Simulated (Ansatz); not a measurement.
Cr(NH2)2 (CrN2H4). The state is a quintet with charge 0. Geometry PBE0-D4/def2-TZVP, basis def2-TZVP, Ansatz.

```json
{"run": "A", "HOMO (eV)": "-8.61", "LUMO (eV)": "0.79"}
{"run": "B", "HOMO (eV)": "-9.33", "LUMO (eV)": "1.26"}
{"run": "C", "HOMO (eV)": "-8.20", "LUMO (eV)": "0.44"}
{"run": "D", "HOMO (eV)": "-4.28", "LUMO (eV)": "-2.57"}
{"run": "E", "HOMO (eV)": "-4.56", "LUMO (eV)": "-2.59"}
{"run": "F", "HOMO (eV)": "-8.25", "LUMO (eV)": "-0.24"}
```

LC-ωPBE has ω = 0.4 bohr⁻¹.

HOMO and LUMO are taken over both spins.

Q: The runs used B97M-V, BLYP, HF, LC-ωPBE, ωB97M-V, ωB97X-V. Estimate which is which.

A: A LC-ωPBE (range-separated); B HF (100 % exact exchange); C ωB97X-V (range-separated); D BLYP (0 % exact exchange); E B97M-V (0 % exact exchange); F ωB97M-V (range-separated). Exact exchange lowers occupied and raises empty levels; among semilocal functionals meta-GGAs tend to open the gap a little, and such runs are hard to tell apart. The gap grows from 1.71 eV (BLYP) to 10.60 eV (HF).
